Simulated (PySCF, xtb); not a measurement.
chlorotrifluoromethane (CClF3), SMILES FC(F)(F)Cl.

xtb with GFN2-xTB at its own geometry gives an orbital gap of 7.16 eV and a dipole moment of 1.07 D.

The structure is a stationary point at B3LYP-D3(BJ)/def2-SVP.

### Question
What does PBE/def2-TZVP in PySCF give? (The exact figures need the calculation; the answer reports its results.)

### Answer
gap 7.20 eV (levels -8.44 and -1.24 eV), dipole 0.21 D.
